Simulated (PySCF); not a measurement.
# Electron correlation in Tl (thallium, neutral)

[Xe] 4f14 5d10 6s1 6p2, high-spin 4P determinant (an excited configuration). All numbers are calculated (PySCF 2.14, scalar relativity through the core potential, in def2-QZVPPD with the def2 core potential (60 electrons) (8s6p5d4f1g, 88 functions)). Frozen: 5s2 5p6 5d10; 3 electrons correlated.

```csv
level,correlation energy (mhartree)
CCSD,-9.84
(T),-0.08
CCSD(T),-9.92
```

Diagnostics: T1 = 0.0039, D1 = 0.0061, largest double amplitude 0.037.

Spin-orbit coupling is strong in this species (close to jj coupling), so the high-spin LS determinant is a model state, not a physical level.

Cost of the coupled-cluster step: of the order of 9 core-seconds, for 3 correlated electrons.

Spin-orbit coupling is strong in this species, so the high-spin LS determinant is a model state.
